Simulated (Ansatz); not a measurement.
`[SiH3]O[SiH2]Br` + `N[SiH3]` → `[SiH3]N[SiH2]Br` + silanol at 600 K and 1 bar (ligand exchange at the Si–O bond).

Isolated molecules relaxed with PBE0-D4/def2-TZVP in Ansatz; ΔE leaves out vibrations. CCSD(T)/CBS is the MP2 limit (def2-TZVPP, def2-QZVPP) plus CCSD(T) − MP2 in def2-TZVPP, frozen cores. This one scheme is used for every species. For Br outer-core shells are correlated without core-valence functions, which leaves a few kJ/mol of doubt a bond. Scalar relativity is left out up to krypton. Each species was taken in one conformer, which may not be the lowest.

```json
{"species": "`[SiH3]O[SiH2]Br`", "CCSD(T)/CBS energy (Eh)": "-3229.78766", "H − E (kJ/mol)": "186.3", "S (J/(mol·K))": "462.3"}
{"species": "`N[SiH3]`", "CCSD(T)/CBS energy (Eh)": "-346.80422", "H − E (kJ/mol)": "170.6", "S (J/(mol·K))": "320.8"}
{"species": "`[SiH3]N[SiH2]Br`", "CCSD(T)/CBS energy (Eh)": "-3209.88376", "H − E (kJ/mol)": "220.3", "S (J/(mol·K))": "459.2"}
{"species": "`O[SiH3]`", "CCSD(T)/CBS energy (Eh)": "-366.69042", "H − E (kJ/mol)": "135.7", "S (J/(mol·K))": "307.9"}
```

H − E and S are ideal-gas, rigid-rotor, harmonic terms from PBE0-D4/def2-TZVP, for one conformer and one mirror image of each species. 1 Eh = 2625.50 kJ/mol, R = 8.31446 J/(mol·K).

**Question.** By hand: ΔE, ΔH, ΔS and ΔG.

**Answer.** ΔE = (-3209.88376) + (-366.69042) − (-3229.78766) − (-346.80422) = 0.01770 Eh = 46.5 kJ/mol. Δ(H − E) = 220.3 + 135.7 − 186.3 − 170.6 = -0.9, so ΔH = 45.6 kJ/mol. ΔS = 459.2 + 307.9 − 462.3 − 320.8 = -16.0 J/(mol·K). ΔG = 45.6 − 600 × (-16.0)/1000 = 55.2 kJ/mol.

**Question.** By hand: the equilibrium constant, and the temperature at which ΔG would vanish if ΔH and ΔS stayed fixed.

**Answer.** log₁₀ K = −ΔG/(RT ln 10) = -4.8. ΔH and −TΔS have one sign here, so there is no such temperature.

ΔH outweighs TΔS. A doubt of 5 kJ/mol in ΔE shifts log₁₀ K by 0.4 here. Other conformers and mirror images would add mixing entropy, several J/(mol·K) or more a flexible species. Modes under 60 cm⁻¹, often nearly free rotors, make the harmonic entropy too high. These are equilibria of isolated gas molecules and say nothing of rates. Largest T1 diagnostic: 0.011 (customary marks: 0.02 for closed shells, 0.045 for open ones).
